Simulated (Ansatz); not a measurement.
Geometry optimisation, RKS PBE0-D4/def2-SVP in Ansatz 0.2.0.

Input file:

```yaml
crystal:
  periodic: [false, false, false]
  atoms:
    - { symbol: Si, position_ang: [0.0, 0.0, 0.0] }
    - { symbol: H, position_ang: [0.0, 0.0, 1.81] }
    - { symbol: O, position_ang: [1.5842, 0.0, -0.5594] }
    - { symbol: H, position_ang: [1.9006, -0.9521, -0.6761] }
    - { symbol: H, position_ang: [-0.6877, 1.1914, -0.4862] }
    - { symbol: F, position_ang: [-0.7489, -1.2974, -0.5295] }
    - { symbol: F, position_ang: [0.9912, 1.4948, 0.596] }
    - { symbol: H, position_ang: [0.538, 0.8114, 1.693] }
basis:
  gaussian: { orbitals: def2-SVP }
hamiltonian:
  xc: pbe0
  dispersion: d4
relax:
  f_tol: 0.15
  max_steps: 25
  restrain:
    - { distance: [0, 6], at: 1.59, k: 30.0 }
    - { distance: [7, 1], at: 0.66, k: 30.0 }
    - { distance: [0, 1], at: 2.66, k: 30.0 }
    - { distance: [7, 6], at: 2.12, k: 30.0 }
output:
  orbitals: {}
```

Run as:

```bash
$ ansatz run input.yaml --threads 1 --pin off --max-ram 2048MiB --backend cpu --events-out ev --progress --plain --runs-dir out
```

Q: Where does it end, and by what steps?

A: It converged. The restraints hold the end off the free minimum. After 13 steps the energy has fallen by 4.149 eV (the restraints' own energy left out); H5 moved furthest, 1.22 Å. Joined: H2–H8 (0.98 → 0.72 Å).

| step | energy less start (eV) | largest force component (eV/Å) | accepted |
| --- | --- | --- | --- |
| 0 | 0.0000 | 5.982 | yes |
| 1 | -0.4151 | 4.209 | yes |
| 2 | -1.1113 | 2.478 | yes |
| 3 | -2.3927 | 2.068 | yes |
| 4 | -2.9840 | 1.621 | yes |
| 5 | -3.4538 | 1.368 | yes |
| 6 | -3.8274 | 0.805 | yes |
| 7 | -3.9977 | 1.152 | yes |
| 8 | -4.0452 | 1.639 | yes |
| 9 | -4.0954 | 1.651 | yes |
| 10 | -4.1467 | 1.442 | yes |
| 11 | -4.1333 | 1.770 | yes |
| 12 | -4.1477 | 1.710 | yes |
| 13 | -4.1490 | 1.782 | yes |

```xyz
8
Properties=species:S:1:pos:R:3
Si 0.116 0.490 -0.392
H 0.649 -0.392 2.070
O 1.602 -0.173 -0.523
H 1.699 -1.124 -0.621
H -0.394 1.041 -1.659
F -0.941 -0.610 0.124
F 0.193 1.702 0.650
H 0.652 0.313 2.198
```

Run time: 34 s on 1 thread of Arm Neoverse V2, on a shared host, peak memory 0.15 GiB.
